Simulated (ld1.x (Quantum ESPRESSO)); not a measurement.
**B: one change to a TM potential, before and after**

boron, norm-conserving Troullier–Martins (Kleinman–Bylander form), made with ld1.x (Quantum ESPRESSO) 7.5 (PBE, scalar-relativistic). Core [He], reference 2s1 2p0 (charge +2). Waves: 2p (bound, empty): rc 3.10 bohr; 2s (bound): rc 1.00 bohr. Local part: the s channel. Core correction: a·sin(br)/r model core, default radius (core density twice the valence density).

Change: reference 2s2 2p1.

Cutoffs: the cutoffs (Ry, on a coarse ladder) from which the occupation-weighted sum of valence levels, in a spherical-Bessel basis at the reference potential, stays within 10 and 1 mRy of its value at 400 Ry; they do not see the model core or the augmentation charge, which bear on the density cutoff. Errors are all-electron minus pseudo energies relative to the spin-unpolarised reference configuration.

What does the change do?

The potential gets harder (50 Ry and 110 Ry → 55 Ry and 140 Ry); the range in which the s phases agree widens (upper end 2.7 → 4.2); the range in which the p phases agree widens (upper end -0.8 → 0.7); neither file shows a bound ghost.

| quantity | base | changed |
| --- | --- | --- |
| cutoff, loose | 50 Ry | 55 Ry |
| cutoff, tight | 110 Ry | 140 Ry |
| bound ghosts | none | none |
| largest error over its own tests, meV | +854 | +307 |
| s: phases at 3.35 bohr within 0.05 rad from the reference energy up to (Ry; the scan ends near 5) | 2.7 | 4.2 |
| p: phases at 3.35 bohr within 0.05 rad from the reference energy up to (Ry; the scan ends near 5) | -0.8 | 0.7 |
